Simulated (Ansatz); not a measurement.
Input and output for CH5AlBClS (`[CH3][Al]([Cl])[BH]S`).

```yaml
crystal:
  periodic: [false, false, false]
  atoms:
    - {symbol: C, position_ang: [-0.232177, -1.519897, -0.661616]}
    - {symbol: Al, position_ang: [0.380901, -0.393828, 0.758174]}
    - {symbol: Cl, position_ang: [1.443422, -1.306967, 2.317983]}
    - {symbol: B, position_ang: [0.194583, 1.731687, 0.813144]}
    - {symbol: S, position_ang: [-0.463531, 2.557640, -0.625492]}
    - {symbol: H, position_ang: [-0.280808, -2.599229, -0.410535]}
    - {symbol: H, position_ang: [-1.235121, -1.178164, -1.054099]}
    - {symbol: H, position_ang: [0.442549, -1.452073, -1.537002]}
    - {symbol: H, position_ang: [0.383322, 2.462829, 1.698351]}
    - {symbol: H, position_ang: [-0.668196, 1.559700, -1.448925]}
basis:
  gaussian: {orbitals: "6-31++G**", fitting: {mean_field: cc-pVTZ-jkfit}}
magnetization: {spin_polarized: true, initial_magnetization: 0}
hamiltonian: {xc: {name: LC-wPBE}}
accuracy: high
output: {forces: true}
```

```sh
$ ansatz run in.yaml --threads 4 --pin off --events-out ev --progress --plain --max-ram 10444MiB
```

Shortened log:

```
Functional definition: LC-wPBE
671 factors; integrals over basis functions are off by at most 2.2e-1 eV
671 factors; integrals over basis functions are off by at most 7.5e-3 eV
mean field evaluation 1: about -31736.6992 eV, gradient 2.8e1 eV
mean field evaluation 2: about -31739.1287 eV, gradient 1.8e1 eV
mean field evaluation 4: about -31740.7874 eV, gradient 6.7e-1 eV
mean field evaluation 8: about -31740.7959 eV, gradient 1.7e-2 eV
mean field evaluation 16: about -31740.7959 eV, gradient 9.6e-6 eV
mean field -31740.79590665 eV, -1166.4527348852 hartree, gradient 5.7e-8 eV, S^2 0.000000; 0 other end points of the search recorded, 0 dependent functions left out
reference -31740.79590665 eV, -1166.4527348852 hartree; 31, 31 occupied and 106, 106 virtual orbitals, 671 factors
Total energy: -31740.79590665 eV, -1166.4527348852 hartree
Atom 0 at    -0.232177    -1.519897    -0.661616 Å, force    -0.864244    -0.366672    -1.109397 eV/Å
Atom 1 at     0.380901    -0.393828     0.758174 Å, force     0.259007     0.508651     0.327306 eV/Å
Atom 2 at     1.443422    -1.306967     2.317983 Å, force     0.125776    -0.163863     0.222510 eV/Å
Atom 3 at     0.194583     1.731687     0.813144 Å, force    -0.590969    -0.593326    -1.049823 eV/Å
Atom 4 at    -0.463531     2.557640    -0.625492 Å, force     0.272530     0.756350     0.859427 eV/Å
Atom 5 at    -0.280808    -2.599229    -0.410535 Å, force    -0.117969     0.584656    -0.032107 eV/Å
Atom 6 at    -1.235121    -1.178164    -1.054099 Å, force     0.851130    -0.473581     0.436755 eV/Å
Atom 7 at     0.442549    -1.452073    -1.537002 Å, force    -0.112097     0.038463     0.301096 eV/Å
Atom 8 at     0.383322     2.462829     1.698351 Å, force     0.262447     0.467874     0.597221 eV/Å
Atom 9 at    -0.668196     1.559700    -1.448925 Å, force    -0.085611    -0.758552    -0.552988 eV/Å
Dipole moment:    -0.262162    -0.032075    -0.451198 e Å
```

Hardware: 4 threads of an Arm Neoverse N1 on a shared host. Wall time 13 s, peak host memory 0.51 GiB.
